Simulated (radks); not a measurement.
These are the eigenvalues of the occupied orbitals of an atom or ion with whole-number occupations (Ry). Calculated with a radial shooting solver on a logarithmic mesh with Libxc functionals: scalar-relativistic Kohn-Sham, PBE, spin-polarised, spherical densities, finite nucleus; Fermi nuclear charge, rms radius of each element as measured or else 0.836 A^(1/3) + 0.57 fm.

orbital  eigenvalue
1s up     -1081.854
1s down   -1081.410
2s up     -220.9775
2s down   -220.2565
2p up     -207.7535
2p down   -206.8838

Which element is it, and in what charge state? The configuration may be excited. Open shells, if any, are filled with parallel spins first.

Answer. Z = 35, bromine, charge +26: Br26+ in [He] 2s2 2p5. The list shows which subshells hold electrons but not how many an open one holds; the 1s level, -540.93 hartree, gives Z - s = 32.9 by -(Z - s)^2/2, which with screening and relativity narrows Z to a few neighbours, and the depths of the outer levels then fix element, charge and occupations together.
